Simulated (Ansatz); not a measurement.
System: H$_{2}$SiOF, charge 0, doublet. H2SiOF (SMILES [O][SiH2]F, doublet).
B3LYP-D3(BJ)/def2-TZVP minimum from Ansatz (a first-principles code):
```xyz
5

Si     0.0834    -0.3803     0.0945
F      0.8996     0.5538    -0.9076
O     -1.2255     0.3254     0.7896
H     -0.4436    -1.5230    -0.6819
H      0.9839    -0.7397     1.2108
```
Charge 0, spin multiplicity 2.

Total energies in hartree (Ansatz). UHF or UKS for unpaired electrons; spin-orbit terms are left out. Correlated methods leave the cores frozen. No relativity. For partners of very few electrons the exact lower level stands in for a higher one.

```tsv
species	HF/cc-pV(T+d)Z	CCSD(T)/cc-pV(T+d)Z	HF/cc-pV(Q+d)Z	CCSD(T)/cc-pV(Q+d)Z	CCSD(T)/cc-pV(D+d)Z	CCSDT(Q)/cc-pV(D+d)Z
1: H2SiOF (SMILES F[SiH2][O], doublet)	-464.54225	-465.14358	-464.56267	-465.21325	-464.91561	-464.91743
2: Si (triplet)	-288.85649	-288.93344	-288.85845	-288.93781	-288.91643	-288.91690
3: F (doublet)	-99.40552	-99.62036	-99.41377	-99.65026	-99.52757	-99.52776
4: O (triplet)	-74.81176	-74.97396	-74.81729	-74.99357	-74.90995	-74.91013
5: H (doublet)	-0.49981	-0.49981	-0.49995	-0.49995	-0.49928	-0.49928
```

Question: Work out the atomisation energy (electronic, to ground-state atoms) in kcal/mol: take Hartree-Fock from cc-pV(Q+d)Z, extrapolate the CCSD(T) correlation energy as X^-3 (X = 3, 4), and add CCSDT(Q) - CCSD(T) in cc-pV(D+d)Z. 1 hartree = 627.51 kcal/mol.

Answer: 
Species 1: correlation (64·(-0.65058) - 27·(-0.60133))/37 = -0.68652; step -0.00182; E1 = -464.56267 + (-0.68652) + (-0.00182) = -465.25101
Species 2: correlation (64·(-0.07936) - 27·(-0.07695))/37 = -0.08112; step -0.00047; E2 = -288.85845 + (-0.08112) + (-0.00047) = -288.94004
Species 3: correlation (64·(-0.23649) - 27·(-0.21484))/37 = -0.25229; step -0.00019; E3 = -99.41377 + (-0.25229) + (-0.00019) = -99.66625
Species 4: correlation (64·(-0.17628) - 27·(-0.16220))/37 = -0.18655; step -0.00018; E4 = -74.81729 + (-0.18655) + (-0.00018) = -75.00402
Species 5: correlation (64·(0.00000) - 27·(0.00000))/37 = 0.00000; step +0.00000; E5 = -0.49995 + (0.00000) + (+0.00000) = -0.49995
-1·E1 +1·E2 +1·E3 +1·E4 +2·E5 = 0.64080 hartree = 402.1 kcal/mol.
